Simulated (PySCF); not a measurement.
Structure problem from calculated spectra and properties.

Elements present: C, F, H and Si. Monoisotopic mass: 99.9956 u.

* Dipole: 2.64 D [PBE0/pcSseg-1]
* NMR, other nuclei: isotropic shieldings of nuclei other than C and H, by class: 237 (3 F), 420 (1 Si) ppm [GIAO PBE0/pcSseg-1]
* 1H NMR: chemical shifts (computed TMS as zero) by class: 4.06 (3 H) ppm [GIAO PBE0/pcSseg-1]
* 13C NMR: chemical shifts (computed TMS as zero) by class: 139.9 (1 C) ppm [GIAO PBE0/pcSseg-1]
* Rotational structure: rotational constants A, B, C: 5.362, 2.892, 2.892 GHz [GFN2-xTB]

Gas-phase values; electronic properties from PySCF, density fitting. Levels stand in brackets. Geometry: GFN2-xTB; no solvent, vibrations or thermal averaging. Each NMR value is the plain mean over a class of atoms that symmetry, rotation or inversion makes alike.

**Question.** Which formula fits the mass and the elements?

**Answer.** CH3F3Si (calculated 99.9956). No other formula that holds each of these elements comes within 0.0003 u with a fitting electron parity and a possible valence count.

**Question.** Give a SMILES that accounts for the data.

**Answer.** Numbering: `[F:1][C:2]([F:3])([F:4])[SiH3:5]`. Its formula, CH3F3Si, gives 0 degrees of unsaturation, so no ring and no π bond. The one carbon: CF3 carbon [C2] (139.9 ppm). All hydrogens form one class (4.06 ppm): Si–H hydrogen. The other shieldings belong to: 237 ppm, fluorine of a CF3 group [F1/F3/F4]; 420 ppm, SiH3 silicon [Si5]. The optimised geometry has point group C3v and is a prolate symmetric top. Structure: `FC(F)(F)[SiH3]` (H3SiCF3). The assignments are read from this structure; whether some other isomer fits the data as well wasn't checked.
